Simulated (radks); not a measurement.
The numbers below are computed, except where a source is named.
Question: Tl59+, configuration [Ar] 3d4. Level of theory: non-relativistic Kohn-Sham, LDA (Slater exchange, Perdew-Wang correlation), spin-unpolarised, spherical densities, point nucleus; relativity is left out, which matters for an element this heavy (a radial shooting solver on a logarithmic mesh with Libxc functionals). Some entries of the table are withheld. Estimate them.

| orbital | occ. | eigenvalue (hartree) | <1/r> (bohr^-1) | <r> (bohr) |
|---|---|---|---|---|
| 1s | 2 | -2977.670 | 80.41 | 0.01869 |
| 2s | 2 | -620.9131 | 19.08 | 0.07813 |
| 2p | 6 | -604.4605 | 19.09 | 0.06597 |
| 3s | 2 | (1) | 7.842 | 0.1877 |
| 3p | 6 | (2) | 7.801 | 0.1774 |
| 3d | 4 | (3) | (4) | (5) |

Answer: 
(1) 3s eigenvalue (hartree): -241.6977
(2) 3p eigenvalue (hartree): -234.7595
(3) 3d eigenvalue (hartree): -223.0011
(4) 3d <1/r> (bohr^-1): 7.709
(5) 3d <r> (bohr): 0.1530
